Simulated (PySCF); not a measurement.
## Vibration and rotation of KP⁺

UHF-CCSD(T) constants of KP⁺, ⁴Σ⁻ (quartet), unpaired electrons σ ↑, π ↑↑ (basis K def2-SVP, P def2-SVP; no relativity; PySCF 2.14; masses 38.9637 and 30.9738 u):

```
ωe           : 80.8 cm⁻¹
ωexe         : 1.22 cm⁻¹
Be           : 0.073449 cm⁻¹
αe           : 0.00121 cm⁻¹
De to K⁺ + P : 0.161 eV
```

(1) What force constant and bond length do these constants imply?

(2) Estimate the centrifugal constant D from the Kratzer relation and find the Dunham coefficient a1.

Correlated steps freeze 10 core orbitals. The bond is weak. Basis-set superposition, not corrected here, can be much of De in a small basis, most of all at correlated wavefunction levels. For an ion De counts to the pair picked by the measured ionisation energies or electron affinities, which need not be the lowest pair at this level. The state is the lowest determinant that a PBE0 search found; another state may lie lower at other levels.

Results:

(1) Reduced mass μred = 17.256 u; k = 5.8918×10⁻⁷·μred·ωe² (u, cm⁻¹, mdyn/Å) = 0.0664 mdyn/Å; Re = √(16.8576/(μred·Be)) (u, cm⁻¹, Å) = 3.647 Å.

(2) D = 4Be³/ωe² = 2.43e-07 cm⁻¹; a1 = −1 − αeωe/(6Be²) = -4.02.
